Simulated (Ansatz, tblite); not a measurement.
Cost and result up the ladder for WN(OH)3 (WNO₃H₃) (8 atoms). Total charge 0; singlet. Geometry: r2SCAN-D4/def2-SVP.

Cartesian coordinates in Å:
```
W 0.045 -0.049 0.037
N -0.951 1.029 -0.772
O 0.675 -1.249 -1.295
H 0.416 -1.173 -2.223
O -1.064 -0.883 1.334
H -2.000 -0.663 1.431
O 1.423 1.014 0.800
H 1.456 1.974 0.689
```

Ansatz on 4 threads of Arm Neoverse V2 on a shared host; xTB runs through tblite on one thread. Times are rough, summed over both states, and most runs start from the orbitals of an earlier one. No level here is sound enough to serve as a yardstick. The other state is a doublet.

In the def2 sets W takes a core potential; there is no spin–orbit coupling. The xTB rows come from tblite.

Raw xTB energies of ions are shifted by several eV.

| level | functions | wall time |
| --- | --- | --- |
| GFN1-xTB | 31 | 0.007 s |
| GFN2-xTB | 28 | 0.008 s |
| PBE-D4/def2-TZVP | 182 | 4.6 s |
| PBE0-D4/def2-TZVP | 182 | 9.8 s |
| r2SCAN-D4/def2-TZVP | 182 | 17 s |

Estimate what each level gives for the vertical IE (eV).


| level | vertical IE (eV) | remarks |
| --- | --- | --- |
| GFN1-xTB | 13.89 | – |
| GFN2-xTB | 12.69 | – |
| PBE-D4/def2-TZVP | 10.16 | – |
| PBE0-D4/def2-TZVP | 10.35 | restricted SCF unstable in HF (singlet) |
| r2SCAN-D4/def2-TZVP | 10.18 | restricted SCF unstable in HF (singlet) |
